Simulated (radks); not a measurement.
Initial-state core-level shifts of the argon ion Ar+ when its valence configuration changes from [Ne] 3s2 3p5. All-electron calculation, scalar-relativistic Kohn-Sham, r2SCAN, spin-polarised, spherical densities, finite nucleus; open shells are filled with parallel spins first; meta-GGA in the generalised Kohn-Sham scheme; Fermi nuclear charge, rms radius 3.4274 fm. Program: a radial shooting solver on a logarithmic mesh with Libxc functionals. Shifts are changes of the shell-averaged eigenvalues in eV (positive: less bound); the change of the density at the nucleus, which sets a Mossbauer isomer shift, is in e/bohr^3, on a base of 4349.

[
 {"valence": "3s1 3p6", "1s": "-1.444", "2s": "-1.388", "2p": "-1.389", "density at nucleus": "-17.5035"},
 {"valence": "3s1.5 3p5.5", "1s": "-0.719", "2s": "-0.692", "2p": "-0.692", "density at nucleus": "-8.7811"}
]
